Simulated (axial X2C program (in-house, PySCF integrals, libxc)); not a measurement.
# Which molecule has these constants?

Computed with an in-house all-electron X2C program for linear molecules (integrals from PySCF), spin-free (one-electron X2C) or two-component (2c: spin–orbit coupling with atomic mean-field Coulomb and Gaunt terms, which also bring small scalar terms), in Dyall basis sets with cores contracted in-house; open shells are unrestricted.

A two-component PBE0 calculation in a Dyall 3-zeta basis gave Re = 1.627 Å, ωe = 1006.4 cm⁻¹, Ω = 3/2.

**Question.** Which molecule is it?
A. FeO⁻
B. VO⁻
C. TiO⁻
D. ScO⁻
E. SeO⁻

**Answer.** C. The others have VO⁻ 1.593 Å and 1006.9 cm⁻¹ (Ω = 1); ScO⁻ 1.679 Å and 954.2 cm⁻¹ (Ω = 0); FeO⁻ 1.633 Å and 832.5 cm⁻¹ (Ω = 7/2); SeO⁻ 1.716 Å and 774.3 cm⁻¹ (Ω = 3/2).

Each entry is the lowest single determinant of a limited PBE0 search at one distance. De goes to single-determinant-based atoms at the same level (for ions the charge split of lowest energy) and is withheld (n/a) where an atom does not fit its ground term or J level. Main or longest-lived isotopes. One determinant is a doubtful description, or other states lie close, for TiO⁻, VO⁻, FeO⁻; these need not be ground states, and all values refer to the states named. Some open-shell Ω = 0 determinants are out of reach, so the Ω given for VO⁻ need not be the lowest component. With several unpaired electrons the Ω given is that of one determinant, not necessarily of the lowest component. Some light 2c atoms are not at their ground J level, so De misses part of their lowering (0.04 eV or less). The functionals have no current term, which raises determinants with orbital currents.
